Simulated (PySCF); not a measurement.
Correlation energy of Tc+ (technetium, charge +1)

[Kr] 4d5 5s1, high-spin 7S determinant. Computed with PySCF 2.14 in def2-SVP with the def2 core potential (28 electrons), with scalar relativity through the core potential. Frozen: 4s2 4p6; 6 electrons correlated.

MP2 pair energies summed by pair of shells (mhartree):

| pair | energy | share (%) |
| --- | --- | --- |
| 4d-4d | -37.77 | 73.4 |
| 4d-5s | -13.70 | 26.6 |

Total MP2 correlation energy: -51.47 mhartree.

Same-spin part -51.47 and opposite-spin part 0.00 mhartree; SCS-MP2 scales them by 1/3 and 6/5 to -17.16 mhartree.
